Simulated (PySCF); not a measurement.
Cl²⁺: excitation energy

Cl²⁺ [Ne] 3s2 3p3 (4S) → Cl²⁺ [Ne] 3s1 3p4, s spin flipped, as a difference of total energies. Computed with PySCF 2.14 in dyall-acv3z (19s12p6d4f, 113 functions), with scalar relativity by spin-free X2C-1e. Correlated levels: valence: [Ne] frozen; valence and next inner shell: 1s2 frozen; virtual orbitals above 40 to 60 times the deepest correlated orbital energy dropped. The calculations carry no spin-orbit coupling.

```tsv
method	excitation energy (eV)
UHF	20.239
LDA	15.417
PBE	15.667
PBE0	16.753
r2SCAN	16.859
HSE06	16.730
PBEsol	15.641
BHandHLYP	17.606
MP2 (valence)	18.039
SCS-MP2 (valence)	17.616
MP2 (valence and next inner shell)	17.850
SCS-MP2 (valence and next inner shell)	17.469
```

**Question.** How much does correlation contribute at MP2 (valence and next inner shell)?

**Answer.** 17.850 − (20.239) = -2.389 eV, measured against UHF.

The upper determinant mixes two multiplicities, so it lies between the two terms.
